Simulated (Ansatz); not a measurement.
A first, cheap relaxation of CH₆GeOS, SMILES `C[S][GeH2][OH]`.

```yaml
crystal:
  periodic: [false, false, false]
  atoms:
    - {symbol: C, position_ang: [-1.172900, 1.076500, -0.553400]}
    - {symbol: S, position_ang: [-1.571900, -0.587700, -0.041900]}
    - {symbol: Ge, position_ang: [0.480900, -0.945600, 0.643900]}
    - {symbol: O, position_ang: [1.710400, -0.845800, -0.735700]}
    - {symbol: H, position_ang: [-0.440900, 1.120100, -1.374000]}
    - {symbol: H, position_ang: [-0.883000, 1.741900, 0.300600]}
    - {symbol: H, position_ang: [-2.123200, 1.572000, -0.969700]}
    - {symbol: H, position_ang: [0.641500, -2.337700, 1.293800]}
    - {symbol: H, position_ang: [0.906100, 0.141300, 1.750700]}
    - {symbol: H, position_ang: [2.536000, -0.986200, -0.311300]}
basis:
  gaussian: {orbitals: def2-SVP}
hamiltonian: {xc: pbe, dispersion: d4}
relax: {f_tol: 0.03, max_steps: 200}
```

```sh
$ ansatz run in.yaml --threads 4 --pin off --events-out ev --progress --plain --max-ram 10444MiB
```

Output, abridged:

```
Functional definition: PBE
mean field -70506.12737327 eV, -2591.0523901980 hartree, gradient 5.8e-5 eV, S^2 0.000000; 0 other end points of the search recorded, 0 dependent functions left out
relax step   1: F+E_penalty+E_count = -70506.34210303 eV  Δ(F+E_penalty+E_count) = +0.000e0 eV  max|allowed force component| = 2.599e0 eV/Å  Δτ_max = 0.0000 Å  (27 SCF iters, accepted)
mean field -70506.28346304 eV, -2591.0581263915 hartree, gradient 1.0e-5 eV, S^2 0.000000; 0 other end points of the search recorded, 0 dependent functions left out
relax step   2: F+E_penalty+E_count = -70506.49569311 eV  Δ(F+E_penalty+E_count) = -1.536e-1 eV  max|allowed force component| = 8.102e-1 eV/Å  Δτ_max = 0.1934 Å  (34 SCF iters, accepted)
mean field -70506.36255324 eV, -2591.0610329024 hartree, gradient 1.4e-5 eV, S^2 0.000000; 0 other end points of the search recorded, 0 dependent functions left out
relax step   3: F+E_penalty+E_count = -70506.57568920 eV  Δ(F+E_penalty+E_count) = -8.000e-2 eV  max|allowed force component| = 5.913e-1 eV/Å  Δτ_max = 0.0781 Å  (28 SCF iters, accepted)
mean field -70506.38245533 eV, -2591.0617642908 hartree, gradient 2.6e-5 eV, S^2 0.000000; 0 other end points of the search recorded, 0 dependent functions left out
relax step   4: F+E_penalty+E_count = -70506.59416300 eV  Δ(F+E_penalty+E_count) = -1.847e-2 eV  max|allowed force component| = 2.585e-1 eV/Å  Δτ_max = 0.0873 Å  (29 SCF iters, accepted)
mean field -70506.38580136 eV, -2591.0618872550 hartree, gradient 5.3e-6 eV, S^2 0.000000; 0 other end points of the search recorded, 0 dependent functions left out
relax step   5: F+E_penalty+E_count = -70506.59777943 eV  Δ(F+E_penalty+E_count) = -3.616e-3 eV  max|allowed force component| = 3.524e-1 eV/Å  Δτ_max = 0.1264 Å  (29 SCF iters, accepted)
mean field -70506.38990262 eV, -2591.0620379739 hartree, gradient 1.4e-5 eV, S^2 0.000000; 0 other end points of the search recorded, 0 dependent functions left out
relax step   6: F+E_penalty+E_count = -70506.60198978 eV  Δ(F+E_penalty+E_count) = -4.210e-3 eV  max|allowed force component| = 4.998e-1 eV/Å  Δτ_max = 0.0691 Å  (28 SCF iters, accepted)
mean field -70506.39852374 eV, -2591.0623547942 hartree, gradient 9.7e-6 eV, S^2 0.000000; 0 other end points of the search recorded, 0 dependent functions left out
relax step   7: F+E_penalty+E_count = -70506.61129046 eV  Δ(F+E_penalty+E_count) = -9.301e-3 eV  max|allowed force component| = 1.449e-1 eV/Å  Δτ_max = 0.1537 Å  (28 SCF iters, accepted)
mean field -70506.40279788 eV, -2591.0625118657 hartree, gradient 2.6e-5 eV, S^2 0.000000; 0 other end points of the search recorded, 0 dependent functions left out
relax step   8: F+E_penalty+E_count = -70506.61594619 eV  Δ(F+E_penalty+E_count) = -4.656e-3 eV  max|allowed force component| = 1.286e-1 eV/Å  Δτ_max = 0.1294 Å  (28 SCF iters, accepted)
mean field -70506.40263778 eV, -2591.0625059822 hartree, gradient 1.3e-5 eV, S^2 0.000000; 0 other end points of the search recorded, 0 dependent functions left out
relax step   9: F+E_penalty+E_count = -70506.61622825 eV  Δ(F+E_penalty+E_count) = -2.821e-4 eV  max|allowed force component| = 3.791e-1 eV/Å  Δτ_max = 0.0875 Å  (28 SCF iters, accepted)
mean field -70506.40584120 eV, -2591.0626237056 hartree, gradient 2.0e-5 eV, S^2 0.000000; 0 other end points of the search recorded, 0 dependent functions left out
relax step  10: F+E_penalty+E_count = -70506.62078306 eV  Δ(F+E_penalty+E_count) = -4.555e-3 eV  max|allowed force component| = 7.386e-2 eV/Å  Δτ_max = 0.2000 Å  (27 SCF iters, accepted)
mean field -70506.40808414 eV, -2591.0627061323 hartree, gradient 8.1e-6 eV, S^2 0.000000; 0 other end points of the search recorded, 0 dependent functions left out
relax step  11: F+E_penalty+E_count = -70506.62282180 eV  Δ(F+E_penalty+E_count) = -2.039e-3 eV  max|allowed force component| = 4.734e-2 eV/Å  Δτ_max = 0.0350 Å  (28 SCF iters, accepted)
mean field -70506.40695800 eV, -2591.0626647472 hartree, gradient 1.8e-5 eV, S^2 0.000000; 0 other end points of the search recorded, 0 dependent functions left out
relax step  12: F+E_penalty+E_count = -70506.61989899 eV  Δ(F+E_penalty+E_count) = +2.923e-3 eV  max|allowed force component| = 1.793e-1 eV/Å  Δτ_max = 0.0669 Å  (28 SCF iters, rejected (line search))
mean field -70506.40975214 eV, -2591.0627674300 hartree, gradient 9.4e-6 eV, S^2 0.000000; 0 other end points of the search recorded, 0 dependent functions left out
relax step  13: F+E_penalty+E_count = -70506.62376377 eV  Δ(F+E_penalty+E_count) = -9.420e-4 eV  max|allowed force component| = 4.827e-2 eV/Å  Δτ_max = 0.0335 Å  (30 SCF iters, accepted)
mean field -70506.41065670 eV, -2591.0628006721 hartree, gradient 7.7e-6 eV, S^2 0.000000; 0 other end points of the search recorded, 0 dependent functions left out
relax step  14: F+E_penalty+E_count = -70506.62423719 eV  Δ(F+E_penalty+E_count) = -4.734e-4 eV  max|allowed force component| = 3.984e-2 eV/Å  Δτ_max = 0.0419 Å  (30 SCF iters, accepted)
mean field -70506.41072503 eV, -2591.0628031831 hartree, gradient 8.0e-6 eV, S^2 0.000000; 0 other end points of the search recorded, 0 dependent functions left out
relax step  15: F+E_penalty+E_count = -70506.62411211 eV  Δ(F+E_penalty+E_count) = +1.251e-4 eV  max|allowed force component| = 1.117e-1 eV/Å  Δτ_max = 0.0226 Å  (29 SCF iters, rejected (line search))
mean field -70506.41083275 eV, -2591.0628071420 hartree, gradient 7.6e-6 eV, S^2 0.000000; 0 other end points of the search recorded, 0 dependent functions left out
relax step  16: F+E_penalty+E_count = -70506.62440888 eV  Δ(F+E_penalty+E_count) = -1.717e-4 eV  max|allowed force component| = 1.312e-2 eV/Å  Δτ_max = 0.0111 Å  (30 SCF iters, accepted)
mean field -70506.41083275 eV, -2591.0628071420 hartree, gradient 7.6e-6 eV, S^2 0.000000; 1 other end points of the search recorded, 0 dependent functions left out
Total energy: -70506.62444395 eV, -2591.0706572086 hartree
Atom 0 at    -1.122675     1.118079    -0.601748 Å, force     0.001800    -0.003470    -0.002985 eV/Å
Atom 1 at    -1.534356    -0.494846     0.176816 Å, force    -0.002722    -0.002054    -0.001239 eV/Å
Atom 2 at     0.527105    -1.080437     0.800401 Å, force    -0.002545    -0.000515    -0.002089 eV/Å
Atom 3 at     1.621539    -1.022944    -0.638951 Å, force     0.000018     0.004100     0.013124 eV/Å
Atom 4 at    -0.278786     0.999176    -1.308803 Å, force    -0.003581     0.000732     0.002800 eV/Å
Atom 5 at    -0.881108     1.890196     0.155666 Å, force     0.001551    -0.000545    -0.001246 eV/Å
Atom 6 at    -2.018624     1.438353    -1.166445 Å, force     0.002859     0.002473     0.001689 eV/Å
Atom 7 at     0.442567    -2.544549     1.290265 Å, force     0.001675     0.001796    -0.001739 eV/Å
Atom 8 at     1.108788    -0.098618     1.864010 Å, force     0.000943    -0.001156     0.001101 eV/Å
Atom 9 at     2.218549    -0.255610    -0.568213 Å, force     0.000001    -0.001361    -0.009417 eV/Å
Dipole moment:     0.247344     0.408438     0.112107 e Å
```

Run time 35 s (4 threads of an Arm Neoverse N1 on a shared host); peak host memory 0.16 GiB.
